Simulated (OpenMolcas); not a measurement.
**Pt2+: moving or changing the point charges**

Pt2+ among 5 point charges of -1 e arranged as a trigonal bipyramid (D3h), 2.26 Å from the ion, with the axial distance 2.305 Å.

```json
{"Program": "OpenMolcas 26.06", "Method": "CASSCF", "Basis": "ANO-RCC-VDZP [7s6p4d2f]", "Scalar Hamiltonian": "DKH2, point nucleus", "Active space": "8 electrons in 5 orbitals (5d)", "State averaging": "2S+1 = 3 even, 10 roots; 2S+1 = 1 even, 15 roots", "Spin-orbit coupling": "RASSI with atomic mean-field integrals over the reference wave functions"}
```

Runs around this geometry, states (labels of D3, the rotations of D3h). Energies in cm-1 above the lowest state or level, χT in cm3 K/mol.

```json
{"R (Å)": "2.26", "q (e)": "-1", "Axial / equatorial distance": "0.94", "Ground state": "3E", "First state of that spin": "3E 2112", "First gap with spin-orbit (degeneracies)": "0.9 (1, 1)", "χT at 300 K": "2.945", "First state of another spin": "1A1 9088"}
{"R (Å)": "2.26", "q (e)": "-0.65", "Axial / equatorial distance": "1.02", "Ground state": "3E", "First state of that spin": "3E 1504", "First gap with spin-orbit (degeneracies)": "0.6 (1, 1)", "χT at 300 K": "3.064", "First state of another spin": "1A1 11157"}
{"R (Å)": "2.09", "q (e)": "-1", "Axial / equatorial distance": "1.02", "Ground state": "3E", "First state of that spin": "3E 2923", "First gap with spin-orbit (degeneracies)": "1.4 (1, 1)", "χT at 300 K": "2.696", "First state of another spin": "1A1 10097"}
{"R (Å)": "2.26", "q (e)": "-1", "Axial / equatorial distance": "1.02", "Ground state": "3E", "First state of that spin": "3E 2155", "First gap with spin-orbit (degeneracies)": "1.1 (1, 1)", "χT at 300 K": "2.879", "First state of another spin": "1A1 10713"}
{"R (Å)": "2.41", "q (e)": "-1", "Axial / equatorial distance": "1.02", "Ground state": "3E", "First state of that spin": "3E 1649", "First gap with spin-orbit (degeneracies)": "0.8 (1, 1)", "χT at 300 K": "3.025", "First state of another spin": "1A1 10995"}
```

Taking the first state of the same spin as R^-n, n = -ln(1649 / 2923) / ln(2.41 / 2.09) = 4.0 between the shortest and longest distance.

Scaling the charges by -0.65 / -1 = 0.65 scales the first state of the same spin by 1504 / 2155 = 0.70; with fixed orbitals a first-order splitting would follow the charge.

An orbital doublet at a regular site is open to a Jahn-Teller distortion, which this geometry leaves out. Without dynamic correlation the repulsion within the d shell is too large (B by tens of per cent), so at a given field states of lower spin stand too high. Real 4d8 and 5d8 ions are as a rule square planar and diamagnetic. Point charges give a weaker field than real ligands, and real ions of this kind are as a rule low spin; the high spin found here belongs to the model. The ground term spreads over less than 5000 cm-1, several times less than with real ligands, so orbital moments are less quenched and χT lies further from the spin-only value than at real sites (holds for R = 2.26, q = -1, ratio = 0.94; R = 2.26, q = -0.65, ratio = 1.02; R = 2.26, q = -1, ratio = 1.02; R = 2.41, q = -1, ratio = 1.02). This is an electrostatic model: the charges have no orbitals. No measured value stands beside these numbers.
